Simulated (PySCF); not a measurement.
Aluminium: a sound run and one with changed settings

Sound run: Al²⁺ [Ne] 3s1, Al³⁺ [Ne]. Computed with PySCF 2.14 in cc-pVTZ-DK, with scalar relativity by spin-free X2C-1e. The sound run starts from symmetry-adapted Hartree-Fock orbitals and uses a fine grid where one is needed.

Changed run: initial guess minao, at most 5 SCF cycles. This setting is unsound on purpose.

```csv
species,method,sound run (hartree),changed run (hartree),converged
Al²⁺,UHF,-241.46416,-241.46416,no
Al²⁺,MN15,-241.87524,-241.87524,no
Al²⁺,PBE,-241.75796,-241.75796,no
Al³⁺,UHF,-240.43197,-240.43197,yes
Al³⁺,MN15,-240.84428,-240.84428,yes
Al³⁺,PBE,-240.69729,-240.69729,yes
```

The SCF was stopped early; the energies are upper bounds that still move, and correlated levels were skipped or rest on poor orbitals.
